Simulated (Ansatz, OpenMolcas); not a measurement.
ICl (iodine monochloride): methods side by side

ICl: 2 atoms, total charge 0, spin state singlet. SMILES: `ClI`. Geometry: relaxed at PBE0-D4/def2-TZVP.

```
atom   x (Å)   y (Å)    z (Å)
  Cl  0.0000  0.0000  -0.0026
   I  0.0000  0.0000   2.3091
```

Quantity: the atomisation enthalpy at 298 K, in kJ/mol. The values are calculated. The thermal term (zero-point and 298 K enthalpy, harmonic and unscaled) is that of PBE0-D4/def2-TZVP; the spin-orbit lowering of the free atoms at 298 K, 33.8 kJ/mol by their spectra, is taken off.

Measured value to compare with: Active Thermochemical Tables gives the atomisation enthalpy at 298 K of the gas as 211 kJ/mol.

```
                                                     level                   kind     program  value (kJ/mol)  computed − measured  CPU time (all runs)
                             HF/def2-TZVP (core potential)           Hartree–Fock  OpenMolcas              46                 -165                9.7 s
                          SVWN5/def2-TZVP (core potential)                    LDA  OpenMolcas             284                  +73                 15 s
                           BLYP/def2-TZVP (core potential)                    GGA  OpenMolcas             192                  -19                 19 s
                           TPSS/def2-TZVP (core potential)               meta-GGA  OpenMolcas             209                   -2                 24 s
                         M06-2X/def2-TZVP (core potential)        hybrid meta-GGA  OpenMolcas             170                  -41                 22 s
CCSD(T)/def2-TZVP (core potential), open shells restricted  coupled cluster or CI  OpenMolcas             176                  -35                 51 s
                                                FCI/STO-3G     exact in the basis      Ansatz             154                  -57               0.29 s
```

Nearest: TPSS/def2-TZVP (core potential) (-2 kJ/mol); farthest: HF/def2-TZVP (core potential) (-165 kJ/mol). Computed less measured by kind, in kJ/mol (def2-TZVP rows): Hartree–Fock -165; LDA +73; GGA -19; meta-GGA -2; global hybrid -41; coupled cluster or CI -35. Wave-function methods converge slowly with the basis and bind too weakly in sets of this size; that is part of their error here. All-electron rows without a relativistic Hamiltonian named are non-relativistic, while core potentials hold scalar relativity, so basis and relativity change together. High-level rows in very small sets aren't better than simpler rows in larger ones. In the correlated wave-function rows the outer d shell of I is correlated, in sets not made for it. CPU times are rough (shared hosts, several kinds of processor): they show what a rung costs within a factor of a few.
